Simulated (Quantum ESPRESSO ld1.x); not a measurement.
Q: All-electron atom: Xe4+ in [Kr] 4d10 5s2 5p2. All-electron calculation, scalar-relativistic Kohn-Sham, PBE, spin-unpolarised, spherical densities, point nucleus. Program: ld1.x of Quantum ESPRESSO 7.5. Some entries of the table are withheld. Estimate them.

| orbital | occ. | eigenvalue (eV) | <1/r> (bohr^-1) | <r^2> (bohr^2) |
|---|---|---|---|---|
| 1s | 2 | -34421.6 | 58.11 | 0.0009637 |
| 2s | 2 | -5397.28 | 13.33 | 0.01549 |
| 2p | 6 | -4847.71 | 12.73 | (1) |
| 3s | 2 | -1141.67 | 4.793 | 0.1072 |
| 3p | 6 | -964.192 | 4.553 | 0.1074 |
| 3d | 10 | -701.095 | 4.312 | 0.09324 |
| 4s | 2 | -244.372 | (2) | 0.5787 |
| 4p | 6 | -188.112 | 1.793 | 0.6633 |
| 4d | 10 | -105.979 | 1.522 | 0.8801 |
| 5s | 2 | -61.7440 | 0.7683 | 3.262 |
| 5p | 2 | -47.8057 | 0.6692 | 4.215 |
| 5d | 0 | -29.5053 | (3) | 7.248 |
| 4f | 0 | -26.7499 | 0.8307 | 3.343 |
| 6s | 0 | -25.7038 | 0.3767 | 13.42 |
| 6p | 0 | -21.1319 | 0.3349 | 17.16 |

A: 
(1) 2p <r^2> (bohr^2): 0.01228
(2) 4s <1/r> (bohr^-1): 1.953
(3) 5d <1/r> (bohr^-1): 0.5060
